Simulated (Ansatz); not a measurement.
Ansatz (a first-principles code) job for Bi(H)2(OMe) (CH5BiO), SMILES C[O][BiH2], B3LYP-D3(BJ)/def2-SVP. 

Ansatz 0.2 input:
```yaml
crystal:
  periodic: [false, false, false]
  atoms:
    - {symbol: Bi, position_ang: [0.00628940, -0.43768257, 0.00000000]}
    - {symbol: H, position_ang: [-1.23859633, -0.10522031, -1.22500629]}
    - {symbol: H, position_ang: [-1.23859634, -0.10522031, 1.22500627]}
    - {symbol: O, position_ang: [0.67975425, 1.57690277, 0.00000000]}
    - {symbol: C, position_ang: [-0.30196351, 2.56520336, -0.00000000]}
    - {symbol: H, position_ang: [-0.94285910, 2.50153993, 0.88842879]}
    - {symbol: H, position_ang: [0.21463745, 3.52857195, -0.00000000]}
    - {symbol: H, position_ang: [-0.94285908, 2.50153993, -0.88842879]}
basis:
  gaussian:
    orbitals: def2-SVP
hamiltonian:
  xc: b3lyp
  dispersion: d3bj
relax: {f_tol: 0.002, max_steps: 200}
```

Output:

```
WARN ansatz: RAYON_NUM_THREADS=1 ignored (pool sized by the plan → 1); use --threads N
Functional definition: B3LYP
integrals: 0.03 GiB planned
939 factors; integrals over basis functions are off by at most 3.0e-4 eV
mean field: 0.28 GiB planned
mean field evaluation 1: about -8998.3731 eV, gradient 5.2e1 eV
mean field evaluation 2: about -8931.1869 eV, gradient 1.6e2 eV
mean field evaluation 4: about -9004.3310 eV, gradient 1.2e1 eV
mean field evaluation 8: about -9004.6324 eV, gradient 4.6e-1 eV
mean field evaluation 16: about -9004.6329 eV, gradient 3.3e-5 eV
mean field -9004.63289710 eV, -330.9141554089 hartree, gradient 3.3e-5 eV, S^2 0.000000; 0 other end points of the search recorded, 0 dependent functions left out
the calculation of the forces begins
reference -9004.63312196 eV, -330.9141636726 hartree; 21, 21 occupied and 58, 58 virtual orbitals, 939 factors
relax step   1: F+E_penalty+E_count = -9004.89674984 eV  Δ(F+E_penalty+E_count) = +0.000e0 eV  max|allowed force component| = 7.065e-1 eV/Å  Δτ_max = 0.0000 Å  (28 SCF iters, accepted)
these checks for a lower state are left out or cut short: starts, cluster_reference, orbital_swaps, neighbouring_geometries, increment
integrals: 0.03 GiB planned
939 factors; integrals over basis functions are off by at most 3.1e-4 eV
mean field: 0.28 GiB planned
mean field -9004.65115414 eV, -330.9148263430 hartree, gradient 1.2e-5 eV, S^2 0.000000; 0 other end points of the search recorded, 0 dependent functions left out
the calculation of the forces begins
reference -9004.65138456 eV, -330.9148348107 hartree; 21, 21 occupied and 58, 58 virtual orbitals, 939 factors
relax step   2: F+E_penalty+E_count = -9004.90856838 eV  Δ(F+E_penalty+E_count) = -1.182e-2 eV  max|allowed force component| = 4.569e-1 eV/Å  Δτ_max = 0.1824 Å  (29 SCF iters, accepted)
these checks for a lower state are left out or cut short: starts, cluster_reference, orbital_swaps, neighbouring_geometries, increment
integrals: 0.03 GiB planned
939 factors; integrals over basis functions are off by at most 3.1e-4 eV
mean field: 0.28 GiB planned
mean field evaluation 32: about -9004.6912 eV, gradient 7.0e-6 eV
mean field -9004.69118011 eV, -330.9162972700 hartree, gradient 7.0e-6 eV, S^2 0.000000; 0 other end points of the search recorded, 0 dependent functions left out
the calculation of the forces begins
reference -9004.69140874 eV, -330.9163056722 hartree; 21, 21 occupied and 58, 58 virtual orbitals, 939 factors
relax step   3: F+E_penalty+E_count = -9004.94961318 eV  Δ(F+E_penalty+E_count) = -4.104e-2 eV  max|allowed force component| = 1.770e-1 eV/Å  Δτ_max = 0.1019 Å  (31 SCF iters, accepted)
these checks for a lower state are left out or cut short: starts, cluster_reference, orbital_swaps, neighbouring_geometries, increment
integrals: 0.03 GiB planned
939 factors; integrals over basis functions are off by at most 3.2e-4 eV
mean field: 0.28 GiB planned
mean field -9004.69294285 eV, -330.9163620498 hartree, gradient 6.7e-6 eV, S^2 0.000000; 0 other end points of the search recorded, 0 dependent functions left out
the calculation of the forces begins
reference -9004.69317168 eV, -330.9163704591 hartree; 21, 21 occupied and 58, 58 virtual orbitals, 939 factors
relax step   4: F+E_penalty+E_count = -9004.95162452 eV  Δ(F+E_penalty+E_count) = -2.011e-3 eV  max|allowed force component| = 4.681e-2 eV/Å  Δτ_max = 0.0136 Å  (32 SCF iters, accepted)
these checks for a lower state are left out or cut short: starts, cluster_reference, orbital_swaps, neighbouring_geometries, increment
integrals: 0.03 GiB planned
939 factors; integrals over basis functions are off by at most 3.2e-4 eV
mean field: 0.28 GiB planned
mean field -9004.69350537 eV, -330.9163827219 hartree, gradient 5.6e-6 eV, S^2 0.000000; 0 other end points of the search recorded, 0 dependent functions left out
the calculation of the forces begins
reference -9004.69373444 eV, -330.9163911399 hartree; 21, 21 occupied and 58, 58 virtual orbitals, 939 factors
relax step   5: F+E_penalty+E_count = -9004.95164298 eV  Δ(F+E_penalty+E_count) = -1.846e-5 eV  max|allowed force component| = 9.747e-2 eV/Å  Δτ_max = 0.0085 Å  (25 SCF iters, accepted)
these checks for a lower state are left out or cut short: starts, cluster_reference, orbital_swaps, neighbouring_geometries, increment
integrals: 0.03 GiB planned
939 factors; integrals over basis functions are off by at most 3.2e-4 eV
mean field: 0.28 GiB planned
mean field -9004.69399107 eV, -330.9164005710 hartree, gradient 1.2e-5 eV, S^2 0.000000; 0 other end points of the search recorded, 0 dependent functions left out
the calculation of the forces begins
reference -9004.69422030 eV, -330.9164089952 hartree; 21, 21 occupied and 58, 58 virtual orbitals, 939 factors
relax step   6: F+E_penalty+E_count = -9004.95190055 eV  Δ(F+E_penalty+E_count) = -2.576e-4 eV  max|allowed force component| = 1.249e-2 eV/Å  Δτ_max = 0.0030 Å  (24 SCF iters, accepted)
these checks for a lower state are left out or cut short: starts, cluster_reference, orbital_swaps, neighbouring_geometries, increment
integrals: 0.03 GiB planned
939 factors; integrals over basis functions are off by at most 3.2e-4 eV
mean field: 0.28 GiB planned
mean field -9004.69413590 eV, -330.9164058933 hartree, gradient 8.5e-6 eV, S^2 0.000000; 0 other end points of the search recorded, 0 dependent functions left out
the calculation of the forces begins
reference -9004.69436525 eV, -330.9164143217 hartree; 21, 21 occupied and 58, 58 virtual orbitals, 939 factors
relax step   7: F+E_penalty+E_count = -9004.95192450 eV  Δ(F+E_penalty+E_count) = -2.395e-5 eV  max|allowed force component| = 7.406e-3 eV/Å  Δτ_max = 0.0035 Å  (24 SCF iters, accepted)
these checks for a lower state are left out or cut short: starts, cluster_reference, orbital_swaps, neighbouring_geometries, increment
integrals: 0.03 GiB planned
939 factors; integrals over basis functions are off by at most 3.2e-4 eV
mean field: 0.28 GiB planned
mean field evaluation 64: about -9004.6941 eV, gradient 3.8e-2 eV
mean field -9004.69414412 eV, -330.9164061956 hartree, gradient 1.8e-5 eV, S^2 0.000000; 0 other end points of the search recorded, 0 dependent functions left out
the calculation of the forces begins
reference -9004.69437346 eV, -330.9164146237 hartree; 21, 21 occupied and 58, 58 virtual orbitals, 939 factors
relax step   8: F+E_penalty+E_count = -9004.95193352 eV  Δ(F+E_penalty+E_count) = -9.024e-6 eV  max|allowed force component| = 4.253e-3 eV/Å  Δτ_max = 0.0013 Å  (21 SCF iters, accepted)
these checks for a lower state are left out or cut short: starts, cluster_reference, orbital_swaps, neighbouring_geometries, increment
integrals: 0.03 GiB planned
939 factors; integrals over basis functions are off by at most 3.2e-4 eV
mean field: 0.28 GiB planned
mean field -9004.69414099 eV, -330.9164060805 hartree, gradient 1.0e-5 eV, S^2 0.000000; 0 other end points of the search recorded, 0 dependent functions left out
the calculation of the forces begins
reference -9004.69437033 eV, -330.9164145085 hartree; 21, 21 occupied and 58, 58 virtual orbitals, 939 factors
relax step   9: F+E_penalty+E_count = -9004.95193405 eV  Δ(F+E_penalty+E_count) = -5.279e-7 eV  max|allowed force component| = 4.465e-4 eV/Å  Δτ_max = 0.0002 Å  (19 SCF iters, accepted)
integrals: 0.03 GiB planned
939 factors; integrals over basis functions are off by at most 3.2e-4 eV
mean field: 0.28 GiB planned
mean field -9004.69414099 eV, -330.9164060805 hartree, gradient 1.0e-5 eV, S^2 0.000000; 1 other end points of the search recorded, 0 dependent functions left out
the calculation of the forces begins
reference -9004.69437033 eV, -330.9164145085 hartree; 21, 21 occupied and 58, 58 virtual orbitals, 939 factors
Total energy: -9004.95216339 eV, -330.9258882287 hartree
Atom 0 at     0.022945    -0.444349    -0.000000 Å, force    -0.000231    -0.000105     0.000000 eV/Å
Atom 1 at    -1.260430    -0.205524    -1.274298 Å, force     0.000107    -0.000022    -0.000040 eV/Å
Atom 2 at    -1.260430    -0.205524     1.274298 Å, force     0.000107    -0.000022     0.000040 eV/Å
Atom 3 at     0.668667     1.570303    -0.000000 Å, force    -0.000171     0.000201     0.000000 eV/Å
Atom 4 at    -0.286950     2.594949    -0.000000 Å, force     0.000446     0.000304    -0.000000 eV/Å
Atom 5 at    -0.946393     2.575616     0.893194 Å, force    -0.000076    -0.000070     0.000048 eV/Å
Atom 6 at     0.244790     3.564547     0.000000 Å, force    -0.000105    -0.000216     0.000000 eV/Å
Atom 7 at    -0.946393     2.575616    -0.893194 Å, force    -0.000076    -0.000070    -0.000048 eV/Å
Dipole moment:    -0.087922    -0.361154    -0.000000 e Å
```

Self-consistency was reached.
